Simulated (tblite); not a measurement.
Start geometry of `c12ccccc1CC[P@H]2=O` from a force field or distance geometry (Å):
```
atom  x, y, z in Å
O1    -1.7247    1.8670    1.7882
P2    -1.5442    1.2651    0.4347
C3    -2.2442   -0.4459    0.3582
C4    -1.3242   -0.9328   -0.7354
C5     0.0408   -0.5327   -0.3896
C6     1.2341   -1.2102   -0.6642
C7     2.4482   -0.6426   -0.2894
C8     2.5406    0.5811    0.3542
C9     1.3539    1.2315    0.6065
C10    0.1633    0.6744    0.2385
H11   -1.9486    2.0197   -0.6410
H12   -2.0600   -0.9593    1.2973
H13   -3.3116   -0.4036    0.0566
H14   -1.4241   -2.0328   -0.9054
H15   -1.6216   -0.3516   -1.6377
H16    1.2104   -2.1782   -1.1506
H17    3.3742   -1.1722   -0.4896
H18    3.4644    1.0258    0.6498
H19    1.3634    2.2067    1.1114
```

**Question.** What comes out of this run: GFN2-xTB geometry optimisation, gas phase (tblite)?

**Answer.** 
```
atom  x, y, z in Å
O1    -1.8265    1.9589    1.8787
P2    -1.5264    1.2932    0.6110
C3    -2.2751   -0.3465    0.2646
C4    -1.3067   -1.0253   -0.7070
C5     0.0812   -0.5373   -0.3897
C6     1.2572   -1.1876   -0.7185
C7     2.4729   -0.6219   -0.3618
C8     2.5224    0.5825    0.3229
C9     1.3501    1.2432    0.6530
C10    0.1412    0.6796    0.2882
H11   -1.8429    2.0631   -0.5133
H12   -2.3067   -0.8744    1.2234
H13   -3.2930   -0.2833   -0.1202
H14   -1.3668   -2.1138   -0.6436
H15   -1.5523   -0.7404   -1.7346
H16    1.2295   -2.1319   -1.2434
H17    3.3915   -1.1314   -0.6132
H18    3.4762    1.0044    0.6023
H19    1.3644    2.1783    1.1937
```

The energy falls by 54.8 kJ/mol over 60 L-BFGS steps, the largest force on an atom goes from 4.11 to 0.009 eV/Å, and the atoms move by 0.168 Å rms after alignment. The bond that changes most is C4–C5 (benzylic-type carbon to substituted aromatic carbon), which lengthens by 0.041 Å. Bonds longer at the end by more than 0.005 Å: 8 of 20; shorter: 9. Among the angles that change most is O1–P2–C10, from 110.0° to 119.9°. Among the dihedrals that turn most is H12–C3–C4–H15, from 179° to 159°. Rotational constants go from 2280, 1026, 745.8 to 2241, 997.9, 716.3 MHz. The orientation of the end geometry is arbitrary; only internal coordinates are fixed.

The run took 0.43 s wall on Intel Xeon 6975P-C, one thread, no GPU, shared host with 192 logical CPUs at a one-minute load of 187.

Its GFN2-xTB frequencies are all real (lowest 96 cm⁻¹). The numbers are those of one conformer.

The numbers are calculated, not measured.
